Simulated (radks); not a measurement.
Numerical settings for neutral europium, [Xe] 4f7 6s2. All-electron calculation, scalar-relativistic Kohn-Sham, PBE, spin-polarised, spherical densities, point nucleus; open shells are filled with parallel spins first (spin-orbit coupling, left out, can overturn this in heavy ions). Program: a radial shooting solver on a logarithmic mesh with Libxc functionals. The defaults (mesh step 0.008 in ln r, mesh end at 40 bohr or more with all orbitals vanishing there, Anderson mixing 0.5 over 9 steps, residual threshold near 1e-9 with the energy settled to 1e-9 hartree or 1e-11 of itself, here a cap of 95 iterations) give E = -10844.3705 hartree and 6s at -3.459 eV in 15 iterations. Run on one thread of a shared host, so times are rough (Intel(R) Xeon(R) Platinum 8559C): 0.27 s of CPU time, 0.27 s wall, 15 iterations on 2728 mesh points. Changes against that run (0 stands for a change within the tolerance of the run):

| setting | iterations | converged | E (mhartree) | e(6s) (meV) | CPU (s) |
|---|---|---|---|---|---|
| mesh step in ln r 0.03 | 15 | yes | 0 | 0 | 0.08 |
| mesh step in ln r 0.12 | 4 | no | diverged | - | 0.01 |
| mesh step in ln r 0.08 | 4 | no | diverged | - | 0.03 |
| mesh end (bohr) 3 | 14 | level above zero | +3.82e+03 | +5.02e+04 | 0.22 |
| mesh end (bohr) 12 | 15 | yes | +0.512 | +34.4 | 0.26 |
| residual threshold 0.01 | 10 | yes | 0 | +0.0826 | 0.21 |
| residual threshold 1e-05 | 11 | yes | 0 | -0.00907 | 0.22 |
| mixing 1.5 | 15 | yes | 0 | 0 | 0.27 |
| linear mixing, mixing 0.2 | 88 | yes | 0 | 0 | 1.2 |
| linear mixing, mixing 1 | 95 | no | +1.36e+05 | -4.19e+05 | 5.5 |
| mixing history 2 | 22 | yes | 0 | 0 | 0.36 |
| iteration cap 5 | 5 | no | +0.451 | -7.61 | 0.12 |

Settled on a wrong energy, with an occupied level pushed above zero by the early mesh end: mesh end (bohr) 3 (+3.82 hartree). Apart from these: no run marked as converged misses the energy by more than 1 mhartree. A mesh that ends early acts as a hard wall.
